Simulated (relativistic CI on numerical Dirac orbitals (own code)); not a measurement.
**What each ingredient does to the levels of Pm26+**

Base calculation: Dirac-Coulomb-Breit CI, orbitals from a KLI potential per configuration, model QED, unscaled Slater integrals.

Configurations in the expansion (outside the closed core [Ar] 3d10): 4s²4p⁵, 4s4p⁶, 4s²4p⁴4d, 4s4p⁵4d, 4s²4p⁴4f, 4s4p⁵4f, 4p⁶4d, 4s4p⁴4d², 4s²4p³4d4f, 4p⁶4f, 4p⁵4d², 4p⁴4d³, 4p⁴4d²4f. Double excitations out of closed p, d and f shells are left out; levels of such configurations are missing from the list, as are those of other unlisted configurations, and high levels can miss mixing partners.

Variants: (1) P86 correlation estimate; (2) configuration mixing switched off; (3) non-relativistic limit. Shifts of the energy above 4s²4p⁵ ²P°3/2, in cm⁻¹, for the lowest level and the first level of each name with at least 55 % of one term (blank where a level changes its place among those of its configuration and J or its character, or is not in the variant):

| Level | Base | Δ(1) | Δ(2) | Δ(3) |
| --- | --- | --- | --- | --- |
| 4s²4p⁵ ²P°3/2 | 0 | 0 | 0 | 0 |
| 4s²4p⁵ ²P°1/2 | 256453 | +8 | +1827 | -256453 |
| 4s4p⁶ ²S1/2 | 759925 | +803 | +128766 | -276769 |
| 4s²4p⁴4d ⁴F9/2 | 895423 | +1247 | +12545 | -85422 |
| 4s²4p⁴4d ²D3/2 | 904206 | +1241 | +13296 |  |
| 4s²4p⁴4d ⁴D1/2 | 1053097 | +1248 | +16195 |  |
| 4s²4p⁴4d ²G7/2 | 1118477 | +1266 | +15796 |  |
| 4s²4p⁴4d ²G9/2 | 1167298 | +1261 | +14892 | -319133 |
| 4s²4p⁴4d ²S1/2 | 1236678 | +1179 | -34858 | -262085 |
| 4s4p⁵4d ⁴P°1/2 | 1657871 | +1774 | -8812 | -328412 |
| 4s4p⁵4d ⁴P°3/2 | 1675810 | +1930 | -5221 | -346351 |
| 4s4p⁵4d ⁴F°7/2 | 1688260 | +2674 | +13518 | -347834 |
| 4s4p⁵4d ⁴F°9/2 | 1706809 | +2634 | +13490 | -366383 |
| 4s4p⁵4d ⁴D°7/2 | 1778746 | +2265 | +5601 | -388493 |

At this charge energies of transitions that change n are usually good to better than 1 %, and those within a shell (Δn = 0) to a few per cent.

Ionisation energy from the two ground configurations alone: base 955.393 eV; P86 correlation estimate 957.232 eV. The NIST ASD value (theoretical) is 956 eV.

LS names give the leading component of a level, which can be under half, so a name can repeat, a term be missing and a line seem to break the LS rules.
